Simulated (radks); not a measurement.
The lithium anion Li-, [He] 2s2, held by a Watson sphere: a shell of charge +1.08 at radius R that stands for the Madelung well of a crystal (potential energy -1.08/R inside, -1.08/r outside, in hartree with lengths in bohr). All-electron calculation, scalar-relativistic Kohn-Sham, PBE, spin-polarised, spherical densities, point nucleus. Program: a radial shooting solver on a logarithmic mesh with Libxc functionals. Response by self-consistent Sternheimer equations with the Hartree and adiabatic LDA kernel, the relativistic mass of each level held fixed and spin-orbit coupling left out. The sphere does not respond.

R (bohr),e(1s) (eV),e(2s) (eV),<r> 2s (bohr),sum of <r^2> (bohr^2),X-ray form factor at sin(theta)/lambda = 0.3 1/angstrom,alpha (bohr^3)
1.83,-55.023,-5.280,3.088,23.43,1.469,73.93
1.94,-54.399,-5.229,3.123,23.89,1.469,76.06
2.25,-53.109,-5.069,3.228,25.36,1.471,83.31
2.52,-52.375,-4.914,3.327,26.81,1.476,91.08
2.93,-51.675,-4.666,3.484,29.22,1.485,105.2
3.08,-51.499,-4.574,3.542,30.15,1.488,111.1
3.24,-51.344,-4.476,3.604,31.16,1.490,117.7
3.62,-51.073,-4.249,3.748,33.62,1.496,134.7
3.83,-50.963,-4.126,3.826,35.00,1.498,145.0
